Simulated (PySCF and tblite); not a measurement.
Results of a calculation; reference values are marked as such.
Stationary points of C4H10BNO2 at GFN2-xTB, in Å:

Structure A

```
 1 C    -2.845   -0.883   -0.244
 2 O    -1.446   -1.016   -0.188
 3 B    -0.607    0.026    0.015
 4 C    -1.069    1.528    0.216
 5 N     0.772   -0.401    0.024
 6 C     1.928    0.315    0.195
 7 C     3.178   -0.543    0.128
 8 O     1.965    1.508    0.381
 9 H    -3.263   -1.873   -0.429
10 H    -3.239   -0.494    0.698
11 H    -3.142   -0.209   -1.052
12 H    -0.229    2.196    0.364
13 H    -1.633    1.881   -0.646
14 H    -1.728    1.620    1.079
15 H     0.908   -1.392   -0.121
16 H     3.238   -1.039   -0.839
17 H     4.054    0.084    0.267
18 H     3.150   -1.301    0.909
```

Structure B

```
 1 C    -2.715   -0.939    0.259
 2 O    -1.336   -0.905   -0.009
 3 B    -0.600    0.147   -0.335
 4 C    -1.099    1.638   -0.580
 5 N     0.856   -0.152   -0.455
 6 C     1.688   -0.146    0.614
 7 C     3.115   -0.559    0.299
 8 O     1.324    0.182    1.723
 9 H    -3.122   -1.854   -0.176
10 H    -2.862   -0.960    1.341
11 H    -3.236   -0.073   -0.155
12 H    -0.454    2.173   -1.271
13 H    -2.119    1.702   -0.953
14 H    -1.065    2.178    0.364
15 H     1.244   -0.450   -1.336
16 H     3.535    0.095   -0.462
17 H     3.715   -0.494    1.202
18 H     3.131   -1.583   -0.070
```

Structure C

```
 1 C    -2.662   -0.771    0.469
 2 O    -1.262   -0.720    0.409
 3 B    -0.557    0.302   -0.079
 4 C    -1.192    1.637   -0.682
 5 N     0.883    0.180   -0.061
 6 C     1.647   -0.868    0.399
 7 C     3.139   -0.621    0.251
 8 O     1.193   -1.879    0.870
 9 H    -2.938   -1.746    0.873
10 H    -3.055    0.015    1.121
11 H    -3.105   -0.652   -0.524
12 H    -0.447    2.374   -0.967
13 H    -1.787    1.415   -1.567
14 H    -1.865    2.108    0.032
15 H     1.419    0.952   -0.429
16 H     3.390   -0.485   -0.798
17 H     3.426    0.273    0.800
18 H     3.685   -1.474    0.643
```

Geometries: GFN2-xTB; energies: revPBE/pcSseg-1 + D3(BJ); zero-point and thermal terms from GFN2-xTB harmonic modes (soft modes blended into free rotors).

Task: Which structure is a saddle point, and along which motion?

Result: B: one imaginary mode (92i cm⁻¹ at GFN2-xTB, mostly on O8, C4, H15), along the rotation about the B3–N5 bond (torsion O2–B3–N5–C6 from -180° to 0°, rising).

Task: Give their symmetry and energies above the lowest.

Result: A Cs, 0.0 kcal/mol; B C1, 12.6 kcal/mol; C C1, 4.4 kcal/mol.
